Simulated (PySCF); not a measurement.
## From computed data to an observable: oscillator strength and radiative lifetime

FH6NOSi2, SMILES N([SiH2]O)[SiH2]F.

The structure is a stationary point at B3LYP-D3(BJ)/def2-SVP. This is a generated structure with no PubChem entry under its InChIKey; it may be hypothetical. One conformer was computed; it need not be the lowest.

PySCF with TDA-M06-2X/def2-SVPD puts the first singlet state with f over 0.02 at 7.34 eV (vertical), with the transition dipole (-0.120, 0.349, -0.212) in atomic units.

Problem. Find the oscillator strength, the wavelength and the radiative lifetime that this transition would have in vacuum if emission retraced absorption.

Solution. 
|μ|² = 0.1811 au, so |μ| = 1.08 D. ΔE = 7.34/27.211 = 0.2697 hartree. f = (2/3) ΔE |μ|² = 0.033 (the program prints 0.032).
λ = 1239.84/7.34 = 169 nm; ν = 59201 cm⁻¹.
Einstein's coefficient A = 0.6670 ν² f s⁻¹ (ν in cm⁻¹) = 7.6e7 s⁻¹, so τ = 1/A = 13 ns. This state is S1. The figure is the radiative limit of this one transition; relaxation, internal conversion, crossing to triplets and a medium change what is measured.
